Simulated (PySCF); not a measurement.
# `C[Se](=O)(=O)C/C=N/CC#N`, C5H8N2O2Se

Cartesian coordinates in Å; atom numbers follow the order of the lines, from 1:
```xyz
18

C    -3.4405   -0.3285   -0.1490
Se   -1.7570    0.2502    0.6128
O    -1.8877    1.7367    1.1227
O    -1.3102   -0.7582    1.7361
C    -0.4767    0.2046   -0.8773
C     0.8142    0.4044   -0.1783
N     1.7116   -0.4692   -0.2307
C     2.9331   -0.3069    0.5062
C     4.0521   -0.2634   -0.4120
N     4.9302   -0.2060   -1.1394
H    -3.7188    0.3455   -0.9522
H    -4.1627   -0.2716    0.6653
H    -3.3351   -1.3518   -0.4940
H    -0.5189   -0.7541   -1.3882
H    -0.7292    1.0369   -1.5331
H     0.8802    1.3268    0.4239
H     3.0523   -1.1911    1.1435
H     2.9544    0.6020    1.1321
```

Level of theory: GIAO HF/pcSseg-1 magnetisability, rotational g tensor and spin-rotation constants, non-relativistic, gas phase (PySCF 2.14.0). Geometry: GFN2-xTB.

The calculation is non-relativistic, which matters for the atoms heavier than Zn.

(1) What are the magnetisability and the molar susceptibility?

(2) Split it along the inertial axes a, b, c into diamagnetic and paramagnetic parts about the centre of mass, with the quadrupole moment.

(3) And the rotational g tensor?

Answers

(1) Isotropic -1607 × 10⁻³⁰ J/T², or -96.8 × 10⁻⁶ cm³/mol; principal values -1774, -1563, -1484 × 10⁻³⁰ J/T², anisotropy 260 × 10⁻³⁰ J/T² (root of half the summed squared differences of the principal values). The susceptibility is in cgs units.

(2) 
```csv
axis,χ (10⁻⁶ cm³/mol),diamagnetic (10⁻⁶ cm³/mol),paramagnetic (10⁻⁶ cm³/mol),summed x² of all electrons (Å²),quadrupole Θ (D Å)
a,-99.4,-509.5,410.1,660.5,-20.13
b,-98.2,-3034.1,2935.9,65.5,+14.92
c,-92.7,-3080.0,2987.3,54.6,+5.21
```
Anisotropies 2χaa − χbb − χcc = -8.0 and 2χbb − χaa − χcc = -4.3 × 10⁻⁶ cm³/mol. Θ is traceless in Buckingham's convention.

(3) 
| axis | rotational constant (GHz) | g | nuclear part | electronic part |
| --- | --- | --- | --- | --- |
| a | 3.2695 | -0.0486 | 0.5813 | -0.6299 |
| b | 0.3812 | -0.0096 | 0.5161 | -0.5257 |
| c | 0.3763 | -0.0094 | 0.5187 | -0.5282 |

Asymmetric top; isotopes 12C, 1H, 14N, 16O, 80Se; no vibrational averaging.
